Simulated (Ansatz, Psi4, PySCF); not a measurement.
CH₃S, doublet, geometry from GFN2-xTB. Base run: CCSD(T)/def2-SVP (PySCF).

PySCF was given this input:
```python
from pyscf import gto, scf, cc

mol = gto.M(
    atom='''
C     0.01437225    1.10467196    0.00732222
S    -0.00894335   -0.68739846   -0.00455636
H     1.04719307    1.44329523    0.02596812
H    -0.50936900    1.45780609    0.89203890
H    -0.48096403    1.46924225   -0.88903858
''',
    basis='def2-svp',
    spin=1,
    verbose=4,
)

mf = scf.UHF(mol)
mf.kernel()

mycc = cc.CCSD(mf)
mycc.kernel()
et = mycc.ccsd_t()
print('E(CCSD(T)) = %.10f' % (mycc.e_tot + et))
```

The same geometry, method and basis name were run in Ansatz (a first-principles code) and Psi4 and PySCF, at each program's defaults and at the settings that a row names. The base is PySCF at its defaults. Differences at the defaults can come from grids, fitting, cores and function types together.

| code and settings | ΔE vs base (mEh) | basis functions | E (Eh) | SCF cycles |
|---|---|---|---|---|
| PySCF, defaults (exact integrals, spherical functions, all electrons correlated) | 0.000 | 47 | -437.26602 | 11 |
| Psi4, defaults (exact integrals, spherical functions, all electrons correlated) | 0.000 | 47 | -437.26602 | 14 |
| Ansatz, defaults (factorised integrals, spherical functions, frozen core) | 11.201 | 47 | -437.25481 | - |
| PySCF, frozen core | 11.199 | 47 | -437.25482 | 11 |
| Psi4, exact integrals, spherical functions, frozen core | 11.199 | 47 | -437.25482 | 14 |
| Ansatz, high accuracy, frozen core | 11.199 | 47 | -437.25482 | - |

Open shells are given as the SCF converged; they aren't shown to be the lowest states, and a large step between rows can be another state.
